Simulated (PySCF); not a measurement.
# Electric field gradients and quadrupole coupling constants

Species: C3H8O2Si.
Cartesian coordinates in Å at the GFN2-xTB level; atoms count from 1:
```
atom  x, y, z in Å
C1    -2.2899    0.0659    0.5202
Si2   -0.7147    0.4434   -0.4427
O3     0.4584    1.0315    0.5474
C4     1.6883    0.4253    0.2838
C5     1.4147   -0.9199   -0.4225
O6     0.1223   -0.8770   -0.9533
H7    -2.6953    0.9769    0.9445
H8    -2.1291   -0.6408    1.3288
H9    -3.0391   -0.3476   -0.1444
H10   -0.9146    1.3176   -1.5973
H11    2.2225    0.2879    1.2266
H12    2.2750    1.0810   -0.3678
H13    2.1278   -1.0929   -1.2323
H14    1.4730   -1.7517    0.2869
```

Field gradients from the PBE0/pcSseg-1 density (PySCF, non-relativistic), principal values in atomic units, ordered |Vxx| ≤ |Vyy| ≤ |Vzz|:

```
atom      Vxx      Vyy     Vzz
  O3  -0.4636  -1.2476  1.7111
  O6  -0.4779  -1.2574  1.7353
```

Q: Find the asymmetry η = (Vxx − Vyy)/Vzz and the couplings χ = eQV/h (234.96 MHz × Q in barn × V in au), with Q(17O) = −0.0256 b.

A: 
```csv
atom,environment,nucleus,η,χzz (MHz),χxx (MHz),χyy (MHz)
O3,silyl ether oxygen,17O,0.46,-10.29,2.79,7.50
O6,silyl ether oxygen,17O,0.45,-10.44,2.87,7.56
```

The tensor is traceless: Vxx + Vyy + Vzz = 0.

Q: What is Vzz at O3 in SI units (1 au = 9.71736 × 10²¹ V/m²)?

A: 1.7111 au = 16.628 × 10²¹ V/m².

Were the hydrogens deuterons (Q(2H) = 0.00286 b), χzz would run from 106 kHz (H10) to 221 kHz (H7 and H9).

The structure is a single GFN2-xTB conformer in the gas phase; no vibrational or solvent corrections. GFN2-xTB bond lengths can be off by several hundredths of an ångström, more for odd bonds, and the gradients follow them. The basis is small and wasn't made for field gradients, so the couplings can be 20 % off.

These values come from a run that also computed NMR shieldings. The run took 22 s on one thread, Arm Neoverse N1 (aarch64), shared host, and the process peaked at 0.70 GiB of memory.
